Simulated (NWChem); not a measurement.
Species: PbCl₃ anion; SMILES [Cl][Pb-]([Cl])[Cl]

Program: NWChem. Sets without diffuse functions describe the anion's extra electron poorly. The geometry was optimised at B3LYP/def2-SVPD. No frequency run checked for a minimum. def2 effective core potentials on Pb; no spin-orbit coupling.

Problem. Taking PBE/def2-TZVPD as the yardstick, which of these has the fewest basis functions while keeping “highest occupied level (eV)” within 0.05 eV of it: PBE/def2-TZVP; PBE/def2-SVP; PBE/def2-SVPD; PBE/def2-TZVPP?

Solution. none of them.
```csv
level,basis functions,highest occupied level (eV)
PBE/def2-SVP,80,-1.57
PBE/def2-SVPD,113,-2.46
PBE/def2-TZVP,161,-2.15
PBE/def2-TZVPP,176,-2.15
PBE/def2-TZVPD,194,-2.39
```

The yardstick is one finite set, not the basis-set limit.
